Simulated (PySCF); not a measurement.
A structure optimised at PBE-D3(BJ)/def2-SVP, used in a PySCF frequency run:

```
Zr
F 1 1.9126
F 1 1.9126 2 112.87
F 1 1.9126 2 112.87 3 129.47
C 1 2.2106 2 105.81 4 115.27
H 5 1.1126 1 111.09 2 -60.00
H 5 1.1126 6 107.80 1 -121.94
H 5 1.1126 6 107.80 7 -116.12
```
Charge 0, spin multiplicity 1.

Write its SMILES, formula and point group.

[CH3][Zr]([F])([F])[F], CH3F3Zr, C3v

What are its rotational constants (standard atomic weights)?

2.6214, 2.6214, 2.5750 GHz
